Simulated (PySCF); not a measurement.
C2H4F, SMILES [CH](F)C (connectivity only; charge and spin as stated), charge +1, multiplicity 1.

Geometry: PBE0-D3(BJ)/def2-TZVP. The spin state was assumed, not searched. The isomer is the one that the SMILES or the coordinates give; other isomers of the formula were not compared.

Level of theory: TDA-PBE/def2-SVPD in PySCF.

Vertical excitations. Gas-phase values at a fixed geometry. State labels are in the subgroup Cs.

Task: List the lowest excited states. (An estimate is asked for; the answer gives what the named calculation found.)

Result: 
```
state  symmetry  energy (eV)  λ (nm)      f                          main pairs
-----  --------  -----------  ------  -----  ----------------------------------
S1           A"         5.50     225  0.000                      HOMO→LUMO 98 %
S2           A"         6.11     203  0.006                    HOMO−1→LUMO 97 %
S3           A'         7.85     158  0.301                    HOMO−2→LUMO 94 %
S4           A"         9.08     137  0.020                    HOMO−3→LUMO 96 %
S5           A"        10.65     116  0.003                    HOMO−5→LUMO 98 %
S6           A'        11.31     110  0.033  HOMO−4→LUMO 74 %, HOMO→LUMO+1 14 %
S7           A'        11.40     109  0.028                    HOMO→LUMO+1 85 %
S8           A'        12.04     103  0.103                  HOMO−1→LUMO+1 88 %
S9           A"        12.11     102  0.060                  HOMO−2→LUMO+1 94 %
S10          A'        12.36     100  0.061  HOMO→LUMO+2 70 %, HOMO→LUMO+3 16 %
T1           A"         4.91     253      0                      HOMO→LUMO 99 %
T2           A'         5.53     224      0                   HOMO−2→LUMO 100 %
T3           A"         5.70     218      0                    HOMO−1→LUMO 99 %
T4           A"         8.06     154      0                    HOMO−3→LUMO 99 %
```
Triplets are in the Tamm–Dancoff approximation.
